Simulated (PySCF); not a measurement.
SMILES [Cl][Ga]([NH2])[Br], PBE0/def2-SVP optimised geometry.

```
6

Ga    -0.17     0.29     0.00
Cl    -1.22     2.16     0.00
Br     2.10     0.29     0.00
N     -1.09    -1.24     0.00
H     -0.65    -2.16     0.01
H     -2.10    -1.28     0.00
```

Density from PBE0/def2-TZVP (PySCF) at that geometry.

Minimum of the electron density along straight lines between bonded atoms, close to the bond critical point (lines longer than 1.1 times the sum of covalent radii, or with two minima, are not listed):

| bond | length / Å | ρ at the minimum / e bohr⁻³ | ∇²ρ there / e bohr⁻⁵ | position (fraction from the first atom) |
|---|---|---|---|---|
| Ga1–Cl2 | 2.137 | … | … | 0.44 |
| Ga1–Br3 | 2.273 | 0.089 | 0.17 | 0.43 |
| Ga1–N4 | 1.790 | 0.144 | … | 0.48 |
| N4–H5 | 1.012 | 0.333 | -1.67 | 0.74 |
| N4–H6 | 1.012 | 0.333 | -1.66 | 0.74 |

### Question
What belongs in the gaps?

### Answer

- Ga1–Cl2, ρ at the minimum / e bohr⁻³: 0.099
- Ga1–Cl2, ∇²ρ there / e bohr⁻⁵: 0.27
- Ga1–N4, ∇²ρ there / e bohr⁻⁵: 0.61
